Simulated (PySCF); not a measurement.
**How methods differ on the ionisation energy of Yb²⁸⁺**

Yb²⁸⁺ [Kr] 4d6 [4d3/2^4 4d5/2^2, M_J = 4] → Yb²⁹⁺ [Kr] 4d5 [4d3/2^4 4d5/2^1, M_J = 5/2], as a difference of total energies. Computed with PySCF 2.14 in an even-tempered Gaussian basis (17 s from 2.4 bohr⁻², ratio 2.8; 14 p from 3.1 bohr⁻², ratio 2.8; 9 d from 3.1 bohr⁻², ratio 2.8; 3 f from 14 bohr⁻², ratio 3), with the two-component X2C-1e Hamiltonian. Correlated levels: [Ar] 3d10 frozen; the 92 highest virtual spinors dropped. "Screened" scales the spin-orbit matrix elements by Boettger's factors to mimic the two-electron term; Breit and QED terms are absent.

```json
{"method": "GHF (spin-free)", "ionisation energy (eV)": "1063.0"}
{"method": "GMP2 (spin-free)", "ionisation energy (eV)": "1063.5"}
{"method": "GHF (screened spin-orbit)", "ionisation energy (eV)": "1064.9"}
{"method": "GMP2 (screened spin-orbit)", "ionisation energy (eV)": "1064.9"}
```

Breit and QED terms and the two-electron picture change are absent.

The spin-free rows relax to the high-spin LS determinant and lack the spin-orbit shift.

The labels give the starting determinants; with spin-orbit coupling the two ends relaxed to ⟨J²⟩ = 20.02, ⟨L²⟩ = 10.56, ⟨S²⟩ = 3.73 and ⟨J²⟩ = 8.76, ⟨L²⟩ = 3.46, ⟨S²⟩ = 4.39.

For comparison: 1065 ± 4 eV (theoretical estimate listed by NIST; NIST Atomic Spectra Database, ionization energies).
